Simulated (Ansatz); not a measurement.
A search over several starts for the lowest SCF solution of Pd₂O₂⁻ at the given spin, in a small basis.

```yaml
crystal:
  periodic: [false, false, false]
  atoms:
    - {symbol: Pd, position_ang: [-0.367654, 1.107803, -0.033184]}
    - {symbol: Pd, position_ang: [0.367670, -1.107878, 0.033186]}
    - {symbol: O, position_ang: [-1.482511, -0.490934, 0.036064]}
    - {symbol: O, position_ang: [1.482505, 0.490998, -0.036056]}
basis:
  gaussian: {orbitals: def2-SVP}
total_charge: -1
magnetization: {spin_polarized: true, initial_magnetization: 1}
hamiltonian: {xc: pbe0, dispersion: d4}
output: {orbitals: {seedname: orbitals}}
```

```sh
$ ansatz run in.yaml --threads 4 --pin off --events-out ev --progress --plain --max-ram 3916MiB
```

Shortened log:

```
Functional definition: PBE0
921 factors; integrals over basis functions are off by at most 5.6e-4 eV
mean field evaluation 1: about -11040.7324 eV, gradient 2.2e1 eV
mean field evaluation 2: about -11017.7997 eV, gradient 7.5e1 eV
mean field evaluation 4: about -11042.7074 eV, gradient 4.2e0 eV
mean field evaluation 8: about -11043.0661 eV, gradient 5.1e-1 eV
mean field evaluation 16: about -11043.0694 eV, gradient 4.4e-3 eV
mean field evaluation 32: about -11043.0694 eV, gradient 1.9e-5 eV
mean field evaluation 64: about -11043.0656 eV, gradient 1.0e-1 eV
mean field -11043.06942912 eV, -405.8253162588 hartree, gradient 1.8e-6 eV, S^2 0.753405; 6 other end points of the search recorded, 0 dependent functions left out
reference -11043.06945668 eV, -405.8253172718 hartree; 27, 26 occupied and 63, 64 virtual orbitals, 921 factors
Total energy: -11043.19479397 eV, -405.8299233321 hartree
```

It took 7.5 s on 4 threads of Intel Xeon 6975P-C on a shared host.

In the def2 sets Pd takes a core potential; there is no spin–orbit coupling. Another isomer (singlet) lies 0.05 eV lower at PBE0-D4/def2-TZVP.
